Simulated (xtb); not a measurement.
CH$_{2}$F$_{3}$O$_{3}$S, charge +2, quartet, at a GFN2-xTB geometry of the parent state (a state made from the parent by changing its charge; the spin is typed, not shown lowest); xtb 6.7.1 with GFN0-xTB.

Here is a job for xtb.
```
$ xtb mol.xyz --gfn 0 --chrg 2 --uhf 3 --json

# file mol.xyz
10

O     -1.15882728    -1.43604996     0.61183593
S     -0.68826019    -0.12337787     0.50901837
O     -1.07012657     0.95605984     1.31157998
O     -1.45627572     0.39805813    -1.17618158
C      1.07298322     0.02300737    -0.21466495
F      1.91728231    -0.28227785     0.72194299
F      1.18697518     1.26112861    -0.60956704
F      1.11009269    -0.81226390    -1.21607936
H     -1.96513327    -0.27541015    -1.67610407
H     -1.90791815     1.26758606    -1.22474418
```

The log (banner, timings and long lists left out):

```
   ID    Z sym.   atoms
    1    8 O      1, 3, 4
    2   16 S      2
    3    6 C      5
    4    9 F      6-8
    5    1 H      9, 10

           -------------------------------------------------
          |                Calculation Setup                |
           -------------------------------------------------

           -------------------------------------------------
          |                 G F N 0 - x T B                 |
           -------------------------------------------------

          ...................................................
          :                      SETUP                      :
          :.................................................:
          :  # basis functions                  42          :
          :  # atomic orbitals                  41          :
          :  # shells                           21          :
          :  # electrons                        49          :
          :  electronic temp.          300.0000000     K    :
          :  accuracy                    1.0000000          :
          :  -> integral cutoff          0.2500000E+02      :
          :  -> integral neglect         0.1000000E-07      :
          ...................................................

         :::::::::::::::::::::::::::::::::::::::::::::::::::::
         ::                     SUMMARY                     ::
         :::::::::::::::::::::::::::::::::::::::::::::::::::::
         :: total energy             -23.774094836926 Eh    ::
         :: gradient norm              0.109496547602 Eh/a0 ::
         :: HOMO-LUMO gap              1.184753377633 eV    ::
         ::.................................................::
         :: H0 energy                -26.933326228729 Eh    ::
         :: repulsion energy           0.149761134294 Eh    ::
         :: electrostat energy         3.043605090326 Eh    ::
         :: -> Gsolv                   0.000000000000 Eh    ::
         ::    -> Gsasa                0.000000000000 Eh    ::
         ::    -> Gshift               0.000000000000 Eh    ::
         :: dispersion energy         -0.002766045779 Eh    ::
         :: short-range corr.         -0.031368787038 Eh    ::
         :: add. restraining           0.000000000000 Eh    ::
         :: total charge               2.000000000000 e     ::
         :::::::::::::::::::::::::::::::::::::::::::::::::::::

           -------------------------------------------------
[...]
             Fermi-level            0.0000000 Eh            0.0000 eV

     #   Z          covCN         q      C6AA      α(0)
     1   8 O        0.860     0.006    14.987     5.195
     2  16 S        3.535     0.714   113.179    17.937
     3   8 O        0.860     0.006    14.987     5.195
     4   8 O        2.386    -0.530    23.289     6.532
     5   6 C        3.309     1.014    12.834     5.716
     6   9 F        0.809    -0.104    10.336     3.703
     7   9 F        0.818    -0.124    10.528     3.737
     8   9 F        0.818    -0.124    10.528     3.737
     9   1 H        0.803     0.572     0.265     0.809
    10   1 H        0.803     0.572     0.265     0.809

 Mol. C6AA /au·bohr⁶  :       1380.012126
 Mol. C8AA /au·bohr⁸  :      36834.735632
 Mol. α(0) /au        :         53.370707

Wiberg/Mayer (AO) data.
largest (>0.10) Wiberg bond orders for each atom

 ---------------------------------------------------------------------------
     #   Z sym  total        # sym  WBO       # sym  WBO       # sym  WBO
 ---------------------------------------------------------------------------
     1   8 O    2.333 --     2 S    1.766     3 O    0.254     4 O    0.109
     2  16 S    4.775 --     3 O    1.766     1 O    1.766     5 C    0.510
                             4 O    0.443
     3   8 O    2.333 --     2 S    1.766     1 O    0.254     4 O    0.109
     4   8 O    2.580 --     9 H    0.939    10 H    0.939     2 S    0.443
                             3 O    0.109     1 O    0.109
     5   6 C    3.683 --     6 F    1.007     8 F    1.005     7 F    1.005
                             2 S    0.510
     6   9 F    1.283 --     5 C    1.007
     7   9 F    1.285 --     5 C    1.005
     8   9 F    1.285 --     5 C    1.005
     9   1 H    1.174 --     4 O    0.939
    10   1 H    1.174 --     4 O    0.939
 ---------------------------------------------------------------------------

Topologies differ in total number of bonds
Writing topology from bond orders to xtbtopo.mol

 dipole moment from electron density (au)
     X       Y       Z
  -1.4616   0.5477  -1.6872  total (Debye):    5.842

           -------------------------------------------------
          | TOTAL ENERGY              -23.774094836926 Eh   |
          | GRADIENT NORM               0.109496547602 Eh/α |
          | HOMO-LUMO GAP               1.184753377633 eV   |
           -------------------------------------------------

normal termination of xtb
```
